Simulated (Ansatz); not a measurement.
Basis sets compared for Sn₁₁PH₂₂, a doped cluster cut from the lattice of tin (P on a surface site). The state is a doublet with charge 0. Geometry PBE-D4/def2-SVP. Ansatz on 2 threads of AMD EPYC 7R13 on a shared host and a share (18 GiB) of an NVIDIA H100 80GB HBM3; times are rough, and most runs start from earlier orbitals.

| atom | x (Å) | y (Å) | z (Å) |
| --- | --- | --- | --- |
| Sn1 | -0.049 | -4.306 | 1.054 |
| Sn2 | 2.158 | 1.328 | 2.893 |
| Sn3 | -1.290 | -3.877 | -3.389 |
| Sn4 | 2.124 | 2.389 | -1.687 |
| P5 | -0.801 | -0.542 | -0.700 |
| Sn6 | 0.881 | 5.537 | 1.372 |
| Sn7 | -0.978 | -5.656 | -1.233 |
| Sn8 | 1.641 | 0.384 | 0.246 |
| Sn9 | -1.500 | -1.921 | 1.344 |
| Sn10 | 0.580 | 3.605 | 3.394 |
| Sn11 | -2.536 | -1.507 | -2.520 |
| Sn12 | 0.258 | 4.416 | -1.130 |
| H13 | 1.617 | -3.864 | 0.884 |
| H14 | -0.203 | -5.273 | 2.485 |
| H15 | 3.837 | 1.710 | 3.172 |
| H16 | 1.737 | 0.087 | 4.040 |
| H17 | 0.287 | -3.468 | -3.984 |
| H18 | -2.144 | -4.664 | -4.679 |
| H19 | 3.726 | 3.062 | -1.649 |
| H20 | 1.870 | 1.750 | -3.284 |
| H21 | -1.549 | 0.641 | -0.363 |
| H22 | 2.535 | 6.066 | 1.340 |
| H23 | -0.087 | 6.939 | 1.712 |
| H24 | 0.109 | -6.951 | -1.627 |
| H25 | -2.508 | -6.370 | -0.834 |
| H26 | 2.686 | -0.980 | -0.106 |
| H27 | -1.110 | -0.983 | 2.748 |
| H28 | -3.217 | -2.155 | 1.275 |
| H29 | 0.949 | 4.292 | 4.948 |
| H30 | -1.089 | 3.125 | 3.441 |
| H31 | -2.609 | -0.346 | -3.815 |
| H32 | -4.170 | -1.792 | -1.968 |
| H33 | 0.162 | 5.633 | -2.364 |
| H34 | -1.319 | 3.691 | -1.016 |

In the def2 sets Sn takes a core potential; there is no spin–orbit coupling. Single mean-field runs in def2-SVP, def2-TZVP are fitted with def2-universal-jkfit.

Binding counts from free atoms (Sn triplet, P quartet, H doublet) in the same basis, without a counterpoise term.

```tsv
level	functions	energy (Eh)	HOMO (eV)	LUMO (eV)	binding per atom (eV)	wall time
PBE-D4/def2-SVP	414	-2711.5781	-4.09	-3.69	2.35	11 s
PBE0-D4/def2-SVP	414	-2711.7481	-4.73	-3.04	2.34	11 s
```

Q: Estimate the rows for PBE-D4/def2-TZVP (with forces), PBE0-D4/def2-TZVP.

A: 
```csv
level,functions,energy (Eh),HOMO (eV),LUMO (eV),binding per atom (eV),wall time
PBE-D4/def2-TZVP (with forces),719,-2711.7901,-4.19,-3.78,2.36,15 s
PBE0-D4/def2-TZVP,719,-2711.9470,-4.80,-3.09,2.36,14 s
```
